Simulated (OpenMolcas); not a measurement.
Computed levels of 2s2 2p2 in ions with 6 electrons, in cm-1 above 3P0.

| Property | Result |
| --- | --- |
| Program | OpenMolcas 26.06 |
| Method | SS-RASPT2, IPEA 0.25 Eh, imaginary shift 0.1 Eh |
| Basis | ANO-R3 |
| Scalar Hamiltonian | X2C, finite nucleus |
| Spin-orbit coupling | RASSI with atomic mean-field integrals over the reference wave functions, term energies averaged over their components |

Active space for each ion: 2 electrons in 9 orbitals (RAS2 2p; RAS3 3s 3d, at most 1 electron); closed shells correlated by CASPT2: 1s 2s.

```csv
Level,C,N+,O2+,Ne4+
3P1,15.4,47.2,110,401
3P2,46.2,140,326,1161
1D2,10310,15550,20690,31080
1S0,26570,38180,49420,71620
```

Q: Estimate 3P2, 1D2, 1S0 for F3+ from its neighbours O2+ and Ne4+.

A: 3P2 is fine structure, which grows about as the fourth power of a screened charge, so the fourth roots are averaged: ((326^0.25 + 1161^0.25) / 2)^4 = 647. The calculation gives 647, so the estimate is off by 0 %; the measured value is 613 (Moore, Atomic Energy Levels, vol. I, NSRDS-NBS 35 (1971 reprint of NBS Circular 467, 1949)).
1D2 is another term, which grows about linearly with the charge: (20690 + 31080) / 2 = 25885. The calculation gives 25840, so the estimate is off by +0.2 %; the measured value is 25241 (Moore, Atomic Energy Levels, vol. I, NSRDS-NBS 35 (1971 reprint of NBS Circular 467, 1949)).
1S0 is another term, which grows about linearly with the charge: (49420 + 71620) / 2 = 60520. The calculation gives 60510, so the estimate is off by 0 %; the measured value is 53544 (Moore, Atomic Energy Levels, vol. I, NSRDS-NBS 35 (1971 reprint of NBS Circular 467, 1949)).

Term energies are means over components that CASPT2 splits; among the terms shown or strongly mixed into the levels shown the widest spread is 95 cm-1 (2s2 2p2 1D, N+). With the s shell closed, the reference lacks s² → p² mixing. No level of 2s2 2p 3d, 2s2 2p 3s was computed, though it lies in the active space (holds for C). Some terms miss by over 15 % even with CASPT2, which points to a basis or an active space too small for the shells correlated (holds for C; N+). No level of 2s2 2p 3d was computed, though it lies in the active space (holds for N+). Computed and measured levels are paired by configuration, term and J; levels that our copy of the source lacks, or whose pairing is in doubt (as where it misses far off the trend of its configuration), stay unpaired and out of the deviations. Only configurations of the active space appear.
